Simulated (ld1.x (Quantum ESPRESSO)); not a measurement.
# strontium, TM: configuration errors across variants

```json
{
  "Element": "Sr (Z = 38)",
  "Generator": "ld1.x (Quantum ESPRESSO) 7.5",
  "Type": "norm-conserving Troullier–Martins (Kleinman–Bylander form)",
  "Functional": "PBE",
  "Relativity": "scalar-relativistic",
  "Frozen core": "[Ar] 3d10 4s2",
  "Valence charge": "8",
  "Reference configuration": "4p6 4d0 5s1.75 5p0.25",
  "Partial waves": "5s (bound): rc 2.75 bohr; 4d (bound, empty): rc 2.30 bohr; 4p (bound): rc 1.55 bohr",
  "Local potential": "the p channel",
  "Core correction": "none"
}
```

Occupied shells without a wave of their own: 5p. They enter only through the test configuration that unscreens the potential.

All-electron excitation energies from the reference (eV): (1) 4p6 4d0 5s2 5p0 -0.564; (2) 4p6 4d0 5s1 5p0 5.321; (3) 4p6 4d0 5s0 5p0 16.328; (4) 4p6 4d0.5 5s1.5 5p0 0.582; (5) 4p6 4d0 5s1.5 5p0 1.775; (6) 4p6 4d0 5s1 5p1 1.735; (7) 4p6 4d0 5s0 5p2 4.143.

A true bound ghost makes a file unfit for plane-wave use even where its test errors are small: the radial tests pick states by their node count and pass the ghost by.

Errors AE − PS in meV (a dash: test not solved or not reliable):

| change | (1) | (2) | (3) | (4) | (5) | (6) | (7) | bound ghosts |
| --- | --- | --- | --- | --- | --- | --- | --- | --- |
| base | -1.3 | -7.0 | +31 | -5.0 | -3.3 | +4.4 | +17 | s |
| wave 4p (bound): rc 1.55 bohr becomes 4p (bound): rc 1.00 bohr | -2.6 | +7.8 | +25 | -1.5 | -2.4 | +12 | +33 | s |
| wave 4p (bound): rc 1.55 bohr becomes 4p (bound): rc 1.14 bohr | -1.4 | -0.7 | +30 | -2.8 | -2.2 | +6.2 | +20 | s |
| wave 4p (bound): rc 1.55 bohr becomes 4p (bound): rc 1.32 bohr | -1.1 | -8.0 | +31 | -5.4 | -3.3 | +3.5 | +15 | s |
| wave 4p (bound): rc 1.55 bohr becomes 4p (bound): rc 1.48 bohr | -1.2 | -7.7 | +31 | -5.3 | -3.3 | +3.7 | +16 | s |
| wave 4p (bound): rc 1.55 bohr becomes 4p (bound): rc 1.60 bohr | -1.4 | -6.7 | +30 | -4.8 | -3.3 | +5.0 | +18 | s |
| wave 4p (bound): rc 1.55 bohr becomes 4p (bound): rc 1.78 bohr | -2.5 | -6.3 | +26 | -4.7 | -4.5 | +9.6 | +30 | s |
| wave 4p (bound): rc 1.55 bohr becomes 4p (bound): rc 1.84 bohr | -2.9 | -6.6 | +25 | -4.9 | -4.9 | +11 | +33 | s |
| wave 4p (bound): rc 1.55 bohr becomes 4p (bound): rc 2.00 bohr | -4.3 | -8.4 | +21 | -5.7 | -6.8 | +16 | +46 | s |
| wave 4p (bound): rc 1.55 bohr becomes 4p (bound): rc 2.14 bohr | -5.9 | -11 | +16 | -6.9 | -9.1 | +22 | +62 | s |

Give the same row for: wave 4p (bound): rc 1.55 bohr becomes 4p (bound): rc 2.30 bohr.

-7.7, -14, +10, -8.2, -12, +28, +78; bound ghosts: s.
